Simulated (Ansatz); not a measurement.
Species: MgO, charge 0, singlet. MgO (SMILES [O]=[Mg]).
B3LYP-D3(BJ)/def2-TZVP minimum from Ansatz (a quantum-chemistry and plane-wave program):
```xyz
2

Mg     0.0000     0.0000    -0.6958
O      0.0000     0.0000     1.0436
```

Quantity: atomisation energy (electronic, to ground-state atoms), in kJ/mol. Radicals and triplets start from unrestricted determinants; spin-orbit coupling is neglected. Cores are frozen in correlated methods. No relativity. CBS(X,Y): correlation extrapolated as X^-3, Hartree-Fock from the larger set. A bracket is a step between two methods taken in the basis named. Full CI freezes restricted core orbitals, also for open shells; the composite that ends in it estimates full CI at the basis-set limit. Where a partner has so few electrons that a lower coupled-cluster level is exact, that level stands in. The T1 diagnostic of MgO ([O]=[Mg], singlet) reaches 0.062 in the sets run. The restricted determinant of MgO ([O]=[Mg], singlet) is unstable towards broken spin symmetry in at least one set run.

CCSD(T)/CBS(def2-TZVPP,def2-QZVPP) + [CCSDT(Q) - CCSD(T)]/def2-QZVPP + [FCI - CCSDT(Q)]/def2-SVP (Ansatz) gives 255.9 kJ/mol.

What does PBE/def2-TZVPD (Ansatz) give here, and how do the other levels compare?

PBE gives 278.9 kJ/mol, 23.0 kJ/mol above it. Differences of the others: r2SCAN/def2-TZVPD (Ansatz) -11.1; B3LYP/def2-TZVPD (Ansatz) -38.5; CCSD(T)/CBS(def2-TZVPP,def2-QZVPP) (Ansatz) -1.8 kJ/mol.
